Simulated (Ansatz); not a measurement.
Mulliken charges of `[F][Mo]([F])([F])([F])=[S]` from PBE/def2-TZVPP in Ansatz (PBE0-D4/def2-TZVP geometry).

| atom | x (Å) | y (Å) | z (Å) | charge (e) |
| --- | --- | --- | --- | --- |
| F1 | -1.038 | 0.304 | -1.488 | -0.293 |
| Mo2 | 0.006 | -0.026 | -0.017 | 1.372 |
| F3 | -1.455 | -0.903 | 0.661 | -0.293 |
| F4 | 1.007 | -1.204 | 0.970 | -0.293 |
| F5 | 1.425 | 0.003 | -1.179 | -0.293 |
| S6 | 0.097 | 1.762 | 1.005 | -0.200 |

Question: By hand: the dipole of these point charges (1 e Å = 4.8032 D).

Answer: Σ q r = (0.007, 0.139, 0.079) e Å, of length 0.160 e Å = 0.77 D.

Question: How does the dipole of the full density compare? (An estimate is asked.)

Answer: Computed: (0.011, 0.211, 0.120) e Å, 1.17 D; the point charges give 0.66 times that, at 0° from its direction.

Point charges leave out the atoms' own dipoles, such as those of lone pairs, and Mulliken's split depends on the basis, so the two needn't agree.
